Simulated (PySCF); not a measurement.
Working out the ionisation energy of Cl⁺

Cl⁺ [Ne] 3s2 3p4 (3P) → Cl²⁺ [Ne] 3s2 3p3 (4S). All numbers are calculated (PySCF 2.14, no relativity, point nucleus, in aug-cc-pV(D+d)Z). Frozen: [Ne]. Energies in hartree (1 hartree = 27.21139 eV):

| part | Cl⁺ (lower) | Cl²⁺ (upper) |
| --- | --- | --- |
| UHF | -459.038417 | -458.210258 |
| MP2 opposite-spin | -0.070594 | -0.055001 |
| MP2 same-spin | -0.023302 | -0.019882 |

Problem. What does Hartree-Fock give?

Solution. (-458.210258) − (-459.038417) = 0.828159 hartree = 22.535 eV.

Problem. What do MP2 and SCS-MP2 (6/5 opposite-spin, 1/3 same-spin) give?

Solution. The opposite-spin parts differ by 0.424 eV and the same-spin parts by 0.093 eV. MP2: 22.535 + (0.424) + (0.093) = 23.052 eV. SCS-MP2: 22.535 + 1.2 × (0.424) + (0.093)/3 = 23.075 eV.

Measured between the centres of the two terms (NIST): 23.771 eV, so MP2 (valence) is off by -0.719 eV.

What remains against the reference includes basis incompleteness, the frozen core and correlation beyond second order.
